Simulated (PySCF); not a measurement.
PySCF job for Ta(S)(OH)2(OSiH3) (H5O3SSiTa), SMILES [SiH3][O][Ta](=[S])([OH])[OH], multiplicity 1, PBE-D3(BJ)/def2-SVP. The structure is a stationary point at PBE-D3(BJ)/def2-SVP. The multiplicity is an assumed one; other spin states were not compared. The def2 effective core potentials stand for the cores of Ta; spin–orbit coupling is left out. One conformer was computed; it need not be the lowest.

```python
import numpy as np
from pyscf import gto, scf, dft, df
from pyscf.hessian import thermo

mol = gto.M(
    atom='''
    Ta    0.18199175   -0.41169035   -0.00000000
    S    -1.95746786   -0.88208519   -0.00000000
    O     0.99246658   -1.15950403   -1.55983802
    H     0.62249326   -1.65825840   -2.30806577
    O     0.99246658   -1.15950403    1.55983802
    H     0.62249326   -1.65825840    2.30806577
    O     0.38575808    1.48678107   -0.00000000
    Si   -0.10431485    3.10214296    0.00000000
    H     0.44441204    3.77003883   -1.22836465
    H    -1.60484428    3.17101220    0.00000000
    H     0.44441205    3.77003883    1.22836465
    ''',
    basis='def2-SVP',
    ecp={'Ta': 'def2-svp'},
    charge=0,
    spin=0,
    max_memory=1600,
    verbose=3,
)
mf = dft.RKS(mol, xc='pbe').density_fit(auxbasis='def2-universal-jkfit')
mf.disp = 'd3bj'
mf.grids.level = 3
mf.conv_tol = 1e-11
mf.max_cycle = 100
mf.kernel()

# [left out here: the lines that compute and print the analytic Hessian (its translational invariance restored by hand, since the grid's response is missing), thermochemistry and intensities]
```

Output:

```
[...]
Mode                                 6                   7                   8
Irrep
Freq [cm^-1]                      193.1766            194.9161            296.2027
Reduced mass [au]                   6.8050              6.3590              1.2687
Force const [Dyne/A]                0.1496              0.1423              0.0656
Char temp [K]                     277.9382            280.4409            426.1698
Normal mode                   x     y     z       x     y     z       x     y     z
       0  Ta                -0.00  0.00  0.01   -0.02  0.01 -0.00   -0.00  0.01  0.00
       1   S                -0.00 -0.00  0.02   -0.02 -0.04 -0.00    0.00 -0.03 -0.00
       2   O                 0.04  0.09 -0.00    0.07  0.02  0.05    0.01 -0.06  0.04
       3   H                 0.08  0.13 -0.05    0.16 -0.08  0.08   -0.18  0.53 -0.27
       4   O                -0.04 -0.09 -0.00    0.07  0.02 -0.05    0.01 -0.06 -0.04
       5   H                -0.08 -0.13 -0.05    0.16 -0.08 -0.08   -0.18  0.53  0.27
       6   O                 0.00 -0.00 -0.18    0.15 -0.01  0.00    0.04  0.02 -0.00
       7  Si                 0.00 -0.00 -0.01    0.01 -0.05  0.00   -0.00  0.01 -0.00
       8   H                -0.04  0.12  0.04   -0.04 -0.01 -0.00   -0.02  0.03  0.00
       9   H                 0.00 -0.00  0.06    0.01 -0.18 -0.00   -0.00 -0.04  0.00
      10   H                 0.04 -0.12  0.04   -0.04 -0.01  0.00   -0.02  0.02 -0.00
Mode                                 9                  10                  11
Irrep
Freq [cm^-1]                      299.6694            417.3649            461.6391
Reduced mass [au]                   1.1695              6.3481              1.3314
Force const [Dyne/A]                0.0619              0.6515              0.1672
Char temp [K]                     431.1576            600.4952            664.1959
Normal mode                   x     y     z       x     y     z       x     y     z
       0  Ta                 0.00 -0.00  0.00   -0.00 -0.03  0.00   -0.00  0.00  0.00
       1   S                -0.00  0.00 -0.02   -0.02 -0.00 -0.00   -0.00  0.00  0.01
       2   O                -0.02  0.06 -0.03   -0.00  0.01 -0.01    0.08 -0.00 -0.03
       3   H                 0.07 -0.55  0.33    0.11 -0.02 -0.05   -0.55  0.04  0.24
       4   O                 0.02 -0.06 -0.03   -0.00  0.01  0.01   -0.08  0.00 -0.03
       5   H                -0.07  0.55  0.33    0.11 -0.02  0.05    0.55 -0.04  0.24
       6   O                -0.00 -0.00 -0.01    0.10  0.08 -0.00   -0.00 -0.00  0.00
       7  Si                -0.00 -0.00 -0.00   -0.02  0.12 -0.00    0.00  0.00 -0.00
       8   H                -0.00  0.01  0.00   -0.09  0.19  0.01    0.00 -0.00 -0.00
       9   H                 0.00  0.00  0.01   -0.03  0.01 -0.00    0.00  0.00  0.00
      10   H                 0.00 -0.01  0.00   -0.09  0.19 -0.01   -0.00  0.00 -0.00
Mode                                12                  13                  14
Irrep
Freq [cm^-1]                      469.7770            517.0935            689.2029
Reduced mass [au]                   1.3010             25.7497              1.2137
Force const [Dyne/A]                0.1692              4.0566              0.3397
Char temp [K]                     675.9046            743.9825            991.6095
Normal mode                   x     y     z       x     y     z       x     y     z
       0  Ta                -0.00 -0.01 -0.00    0.03  0.01  0.00   -0.00  0.00 -0.00
       1   S                -0.03  0.00  0.00   -0.15 -0.04 -0.00   -0.00 -0.00  0.00
       2   O                 0.07  0.01 -0.03   -0.02 -0.00 -0.00    0.01 -0.01 -0.01
       3   H                -0.55 -0.01  0.28    0.06 -0.00 -0.04    0.02 -0.01 -0.02
       4   O                 0.07  0.01  0.03   -0.02 -0.00  0.00    0.01 -0.01  0.01
       5   H                -0.55 -0.01 -0.28    0.06 -0.00  0.04    0.02 -0.01  0.02
       6   O                 0.01  0.00  0.00   -0.01 -0.01 -0.00   -0.07 -0.01 -0.00
       7  Si                -0.00  0.02  0.00   -0.00 -0.00 -0.00    0.06  0.01  0.00
       8   H                -0.01  0.02 -0.00    0.02 -0.02 -0.00   -0.24  0.27  0.01
       9   H                -0.01 -0.00  0.00    0.00  0.00 -0.00    0.02 -0.75 -0.00
      10   H                -0.01  0.02  0.00    0.02 -0.02  0.00   -0.24  0.27 -0.01
Mode                                15                  16                  17
Irrep
Freq [cm^-1]                      693.9396            700.8794            704.9516
Reduced mass [au]                   1.2206              6.3012              5.1959
Force const [Dyne/A]                0.3463              1.8237              1.5213
Char temp [K]                     998.4246           1008.4094           1014.2684
Normal mode                   x     y     z       x     y     z       x     y     z
       0  Ta                 0.00 -0.00 -0.01   -0.01  0.01  0.00   -0.00  0.00 -0.03
       1   S                 0.00  0.00  0.00   -0.01 -0.00 -0.00   -0.00 -0.00  0.01
       2   O                -0.01  0.01  0.03    0.06 -0.07 -0.13   -0.05  0.06  0.13
       3   H                -0.03  0.02  0.03    0.12 -0.06 -0.17   -0.15  0.08  0.17
       4   O                 0.01 -0.01  0.03    0.06 -0.07  0.13    0.05 -0.06  0.13
       5   H                 0.03 -0.02  0.03    0.12 -0.06  0.17    0.15 -0.08  0.17
       6   O                 0.00  0.00 -0.06    0.01 -0.01 -0.00    0.00 -0.00  0.02
       7  Si                -0.00 -0.00  0.05   -0.01  0.01  0.00   -0.00  0.00 -0.01
       8   H                 0.18 -0.57 -0.18    0.03 -0.05 -0.01   -0.04  0.11  0.03
       9   H                -0.00  0.00 -0.15   -0.00  0.05 -0.00   -0.00  0.00  0.02
      10   H                -0.18  0.57 -0.18    0.03 -0.05  0.01    0.04 -0.11  0.03
Mode                                18                  19                  20
Irrep
Freq [cm^-1]                      911.5422            913.3196            923.2147
Reduced mass [au]                   1.0501              1.0979              1.4667
Force const [Dyne/A]                0.5141              0.5396              0.7366
Char temp [K]                    1311.5063           1314.0636           1328.3005
Normal mode                   x     y     z       x     y     z       x     y     z
       0  Ta                -0.00  0.00  0.00   -0.00  0.00 -0.00   -0.00 -0.00  0.00
       1   S                 0.00 -0.00 -0.00    0.00 -0.00  0.00   -0.01 -0.00  0.00
       2   O                 0.00 -0.00 -0.00   -0.00  0.00  0.00    0.01 -0.00 -0.01
       3   H                 0.00 -0.00  0.00    0.00  0.00  0.00   -0.01 -0.01 -0.00
       4   O                -0.00  0.00 -0.00   -0.00  0.00 -0.00    0.01 -0.00  0.01
       5   H                -0.00  0.00  0.00    0.00  0.00 -0.00   -0.01 -0.01  0.00
       6   O                 0.00 -0.00 -0.00    0.01 -0.04  0.00   -0.01  0.09 -0.00
       7  Si                -0.00  0.00  0.04   -0.04  0.02 -0.00    0.01 -0.08  0.00
       8   H                -0.40  0.06 -0.13    0.54  0.10  0.30   -0.01  0.45  0.26
       9   H                -0.00 -0.00 -0.77   -0.04 -0.35  0.00    0.03  0.36 -0.00
      10   H                 0.40 -0.06 -0.13    0.54  0.10 -0.30   -0.01  0.45 -0.26
Mode                                21                  22                  23
Irrep
Freq [cm^-1]                      994.8284           2173.2442           2183.3720
Reduced mass [au]                   3.1075              1.0180              1.0525
Force const [Dyne/A]                1.8120              2.8329              2.9562
Char temp [K]                    1431.3365           3126.8145           3141.3862
Normal mode                   x     y     z       x     y     z       x     y     z
       0  Ta                 0.00  0.01  0.00    0.00  0.00  0.00   -0.00  0.00  0.00
       1   S                 0.00 -0.00  0.00   -0.00 -0.00  0.00    0.00  0.00 -0.00
       2   O                -0.00  0.00  0.01    0.00 -0.00 -0.00    0.00  0.00 -0.00
       3   H                 0.01  0.01 -0.00   -0.00 -0.00 -0.00   -0.00 -0.00  0.00
       4   O                -0.00  0.00 -0.01    0.00 -0.00  0.00   -0.00 -0.00 -0.00
       5   H                 0.01  0.01  0.00   -0.00 -0.00  0.00    0.00  0.00  0.00
       6   O                 0.02 -0.20 -0.00    0.00 -0.00  0.00    0.00 -0.00 -0.00
       7  Si                -0.01  0.03  0.00    0.01 -0.02 -0.00   -0.00 -0.00  0.04
       8   H                -0.14  0.27  0.08    0.20  0.23 -0.44    0.26  0.31 -0.56
       9   H                 0.01  0.28 -0.00   -0.64  0.03 -0.00    0.00 -0.00  0.02
      10   H                -0.14  0.27 -0.08    0.20  0.23  0.44   -0.26 -0.31 -0.56
Mode                                24                  25                  26
Irrep
Freq [cm^-1]                     2184.4265           3782.1345           3785.8938
Reduced mass [au]                   1.0524              1.0674              1.0680
Force const [Dyne/A]                2.9588              8.9962              9.0187
Char temp [K]                    3142.9034           5441.6495           5447.0583
Normal mode                   x     y     z       x     y     z       x     y     z
       0  Ta                 0.00 -0.00  0.00   -0.00 -0.00  0.00    0.00  0.00  0.00
       1   S                -0.00 -0.00 -0.00   -0.00 -0.00  0.00    0.00  0.00  0.00
       2   O                -0.00  0.00  0.00   -0.02 -0.02 -0.03    0.02  0.02  0.03
       3   H                 0.00  0.00  0.00    0.25  0.35  0.53   -0.25 -0.35 -0.53
       4   O                -0.00  0.00 -0.00    0.02  0.02 -0.03    0.02  0.02 -0.03
       5   H                 0.00  0.00 -0.00   -0.25 -0.35  0.53   -0.25 -0.35  0.53
       6   O                 0.00  0.00 -0.00    0.00  0.00 -0.00   -0.00 -0.00 -0.00
       7  Si                 0.04  0.01  0.00    0.00 -0.00  0.00   -0.00  0.00  0.00
       8   H                -0.15 -0.19  0.37    0.00  0.00 -0.00    0.00 -0.00  0.00
       9   H                -0.74  0.03  0.00   -0.00  0.00 -0.00    0.00 -0.00 -0.00
      10   H                -0.15 -0.19 -0.37   -0.00 -0.00 -0.00    0.00 -0.00 -0.00
temperature 298.1500 [K]
pressure 101325.00 [Pa]
Rotational constants [GHz] 1.95632 0.93819 0.82345
Symmetry number 1
Zero-point energy (ZPE) 0.05497 [Eh]   144336.618 [J/mol]
                           tot       elec      trans        rot        vib
Entropy [J/mol/K]       450.307      0.000    179.635    124.445    146.227
Cv [J/mol/K]            146.665      0.000     12.472     12.472    121.722
Cp [J/mol/K]            154.980      0.000     20.786     12.472    121.722
Internal energy [J/mol]                      3718.434   3718.434 165382.592
Internal energy [Eh]   -972.68234  -972.74816
Enthalpy [J/mol]                             6197.391   3718.434 165382.592
Enthalpy [Eh]          -972.68139
Gibbs free energy [J/mol]                  -47360.837 -33384.908 121785.089
Gibbs free energy [Eh] -972.73253
mode   freq/cm-1   IR/(km/mol)
   1       31.29         0.203
   2       43.16         1.741
   3       48.64         0.938
   4      161.72         5.536
   5      165.31         6.875
   6      190.28         4.071
   7      193.18         0.445
   8      194.92         3.791
   9      296.20       152.244
  10      299.67        51.086
  11      417.36        22.761
  12      461.64       143.241
  13      469.78       207.159
  14      517.09        75.256
  15      689.20        40.176
  16      693.94        22.371
  17      700.88       110.938
  18      704.95       101.253
  19      911.54        61.560
  20      913.32       111.839
  21      923.21       745.932
  22      994.83       212.807
  23     2173.24        86.318
  24     2183.37       115.231
  25     2184.43       104.375
  26     3782.13       325.830
  27     3785.89       135.859
max |gradient| / (hartree/bohr): 0.00015286630362542464
APT charges: [ 2.1226 -0.5466 -0.8253  0.3545 -0.8253  0.3545 -1.3506  1.5139 -0.2712
 -0.2554 -0.2711]
```

The run converged.

Cost: about 5 core-minutes (a rough figure).
